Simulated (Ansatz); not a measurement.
Computed with Ansatz on PBE0-D4/def2-TZVP structures; ΔE is electronic, products minus reactants. CCSD(T)/CBS is the MP2 limit (def2-TZVPP, def2-QZVPP) plus CCSD(T) − MP2 in def2-TZVPP, frozen cores. This one scheme is used for every species. One conformer a species, not always the lowest.

Reaction (formal exchange of groups at a B–Si bond): `F[SiH2]B[SiH3]` + `C[SiH3]` → `F[SiH2]BC[SiH3]` + SiH₄

```json
{"level": "SCS-MP2/def2-TZVPP", "ΔE (kJ/mol)": "-39.6"}
{"level": "SCS-MP2/def2-QZVPP", "ΔE (kJ/mol)": "-39.1"}
```

(1) What does CCSD(T)/CBS give? (An estimate is asked.)

Largest T1 diagnostic among the species: 0.013.

Answers

(1) Ansatz gave: -34.5 kJ/mol. The listed levels differ from it by -5.1, -4.6 kJ/mol.

The D4 term adds −4.6 kJ/mol with B3LYP and −2.6 kJ/mol with PBE0; it sums over pairs of atoms, weighted by their polarisabilities, and B3LYP, whose exchange is more repulsive, gets the larger term. In def2-TZVPP, CCSD(T) changes the Hartree–Fock value by −6.8 kJ/mol (the triples alone add −2.0 kJ/mol) and MP2 by −14.2 kJ/mol.

B3LYP here is the variant with VWN-RPA as its local correlation; programs differ in this.
